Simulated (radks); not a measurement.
Valence configurations of Ge I (all share [Ar]). All-electron calculation, scalar-relativistic Kohn-Sham, r2SCAN, spin-polarised, spherical densities, finite nucleus; open shells are filled with parallel spins first; meta-GGA in the generalised Kohn-Sham scheme; Fermi nuclear charge, rms radius 4.0742 fm. Program: a radial shooting solver on a logarithmic mesh with Libxc functionals. Energies are relative to 3d10 4s2 4p2; eigenvalues in eV for spin up.

valence           E (eV)  moment (Bohr magnetons)    e(3d)   e(4p)    e(4s)
3d10 4s2 4p2       0.000                        2  -29.877  -4.667  -12.841
3d10 4s1.5 4p2.5   2.782                        3  -30.542  -5.237  -13.652
3d8 4s2 4p4       67.376                        4  -52.033  -7.470  -17.814
3d9 4s2 4p3       28.521                        4  -40.439  -6.281  -15.597
3d8 4s1.5 4p4.5   72.324                        4  -52.886  -7.851  -18.373
3d9 4s0.5 4p4.5   43.619                        3  -43.247  -7.180  -16.903
3d10 4s1 4p3       4.862                        4  -31.086  -5.682  -14.300
3d9.5 4s2 4p2.5   13.386                        3  -35.087  -5.484  -14.241
3d9 4s1.5 4p3.5   33.051                        4  -41.364  -6.703  -16.228
3d9 4s1 4p4       37.376                        4  -42.332  -7.172  -16.908

NIST lists [Ar] 3d10 4s2 4p2 as the ground configuration; this level of theory agrees among the configurations tried. The energies are those of spherical high-spin densities, not of single terms.
